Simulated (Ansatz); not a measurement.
H4O5W, SMILES `[O]=[W]([OH])([OH])([OH])[OH]`. Total charge 0; spin multiplicity 1. W takes the def2 core potential. The geometry is a stationary point of PBE0-D4/def2-TZVP. It is one conformer, not always the lowest.

```xyz
10

O    -2.014    0.380    0.031
W    -0.378   -0.027   -0.091
O     0.049    0.569   -1.830
O     0.586    1.466    0.665
O     0.191   -0.784    1.583
O    -0.278   -1.846   -0.611
H     0.911    0.568   -2.251
H     0.390    2.322    0.273
H     0.492   -0.139    2.230
H     0.053   -2.508    0.001
```

(1) What is the dipole moment at PBE/def2-TZVPP? (Best estimate.)

(2) And with r2SCAN, B3LYP, ωB97M-V? (Estimate.)

(3) Give the Mulliken charges with PBE, ωB97M-V, r2SCAN in def2-TZVPP. (Best estimate.)

Results:

(1) Computed: 3.30 D, with components (3.17, 0.76, -0.50) D in this frame, pointing from negative to positive charge.

(2) Ansatz gave: r2SCAN 3.37 D, B3LYP 3.38 D, ωB97M-V 3.37 D.

(3) The calculation gave: 
| atom | PBE | ωB97M-V | r2SCAN |
| --- | --- | --- | --- |
| O1 | -0.31 | -0.35 | -0.37 |
| W2 | 0.94 | 1.17 | 1.21 |
| O3 | -0.32 | -0.36 | -0.39 |
| O4 | -0.40 | -0.43 | -0.46 |
| O5 | -0.39 | -0.42 | -0.46 |
| O6 | -0.34 | -0.38 | -0.41 |
| H7 | 0.20 | 0.19 | 0.21 |
| H8 | 0.20 | 0.19 | 0.21 |
| H9 | 0.20 | 0.19 | 0.22 |
| H10 | 0.21 | 0.20 | 0.23 |

B3LYP here is the variant with VWN-RPA as its local correlation; programs differ in this.
